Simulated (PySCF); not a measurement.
**Vibration and rotation of CsP⁺**

UHF-CCSD(T) constants of CsP⁺, ⁴Σ⁻ (quartet), unpaired electrons σ ↑, π ↑↑ (PySCF, scalar-relativistic core potentials, basis sets Cs def2-SVP with ECP46, P def2-SVP; masses 132.9054 and 30.9738 u):

| Item | Value |
| --- | --- |
| ωe | 57.7 cm⁻¹ |
| ωexe | 1.08 cm⁻¹ |
| Be | 0.0422 cm⁻¹ |
| αe | 0.000745 cm⁻¹ |
| D (centrifugal) | 9.02e-08 cm⁻¹ |
| De to Cs⁺ + P | 0.127 eV |

(1) Give the vibrational terms G(v) and spacings up to v = 6.

(2) How well does the Morse estimate ωe²/(4ωexe) reproduce De, and what is D0?

Correlated steps freeze 5 core orbitals. The bond is weak. Basis-set superposition, not corrected here, can be much of De in a small basis, most of all at correlated wavefunction levels. These are scalar-relativistic numbers at best; spin–orbit coupling would shift them, the dissociation energy most. For an ion De counts to the pair picked by the measured ionisation energies or electron affinities, which need not be the lowest pair at this level. The state was picked by a PBE0 search and need not be the measured ground state.

Answers

(1) G(v) = ωe(v+½) − ωexe(v+½)².

```json
{"v": "0", "G(v) (cm⁻¹)": "28.6", "G(v) − G(v−1)": "", "Bv (cm⁻¹)": "0.04183"}
{"v": "1", "G(v) (cm⁻¹)": "84.1", "G(v) − G(v−1)": "55.5", "Bv (cm⁻¹)": "0.04108"}
{"v": "2", "G(v) (cm⁻¹)": "137.5", "G(v) − G(v−1)": "53.4", "Bv (cm⁻¹)": "0.04034"}
{"v": "3", "G(v) (cm⁻¹)": "188.7", "G(v) − G(v−1)": "51.2", "Bv (cm⁻¹)": "0.03959"}
{"v": "4", "G(v) (cm⁻¹)": "237.8", "G(v) − G(v−1)": "49.1", "Bv (cm⁻¹)": "0.03885"}
{"v": "5", "G(v) (cm⁻¹)": "284.7", "G(v) − G(v−1)": "46.9", "Bv (cm⁻¹)": "0.03810"}
{"v": "6", "G(v) (cm⁻¹)": "329.4", "G(v) − G(v−1)": "44.7", "Bv (cm⁻¹)": "0.03736"}
```

(2) It gives 0.096 eV, 75 % of the computed De. D0 = De − G(0) = 0.127 − 0.004 = 0.123 eV.
